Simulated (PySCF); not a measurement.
# Two-component Hartree-Fock for Rb¹⁴⁺ (rubidium, charge +14)

Start: [Ar] 3d5; 3d3/2 filled at m_j = -3/2, -1/2, +1/2, +3/2; 3d5/2 filled at m_j = +5/2. Calculated with PySCF 2.14 in an even-tempered Gaussian basis (17 s from 1.2 bohr⁻², ratio 2.8; 12 p from 1.5 bohr⁻², ratio 2.8; 8 d from 1.5 bohr⁻², ratio 2.8; 4 f from 6.2 bohr⁻², ratio 3): generalised Hartree-Fock with the X2C-1e Hamiltonian and a Gaussian nucleus; one run each with spin-orbit coupling (SO) switched off, then screened by Boettger's factors.

```csv
spinor shell,electrons,"ε, spin-free (eV)","ε, screened SO (eV)",weight of nominal j (screened SO),"rms radius, screened SO (bohr)"
1s1/2,2,-15705.8,-15705.3,1.000,0.0464
2s1/2,2,-2523.9,-2523.8,1.000,0.192
2p1/2,2,-2279.9,-2323.1,0.989,0.168
2p3/2,4,-2279.9,-2259.3,0.994,0.172
3s1/2,2,-704.15,-704.10,1.000,0.515
3p1/2,2,-620.46,-637.72,0.699,0.511
3d3/2,4,-507.13,-507.32,0.562,0.487
3d5/2,1,-507.13,-506.21,1.000,0.488
```

Q: Where does 3p3/2 lie, and what is the 3p spin-orbit splitting (screened SO)?

A: At -612.00 eV, 25.720 eV above 3p1/2.

```
   quantity    spin-free  screened SO
E (hartree)  -2889.35220  -2889.57053
        M_J          5/2          5/2
       ⟨J²⟩        8.751        8.751
       ⟨L²⟩        0.000        0.043
       ⟨S²⟩        8.751        8.657
```

Each row is a mean over spinors that exchange with the open shell spreads, by up to 27.654 eV (3p3/2).

Rows whose weight is well below 1 are mixtures of j = l ± 1/2: exchange outweighs spin-orbit coupling there, and the label is only the starting occupation.

Breit and QED terms are absent; they matter most for the inner s and p1/2 levels.

Densities and radii are taken from the X2C orbitals without a picture-change correction, which distorts them close to the nucleus.

Without spin-orbit coupling the j labels of p, d and f shells carry no meaning; the spin-free column gives the mean over the occupied spinors of each nl shell.
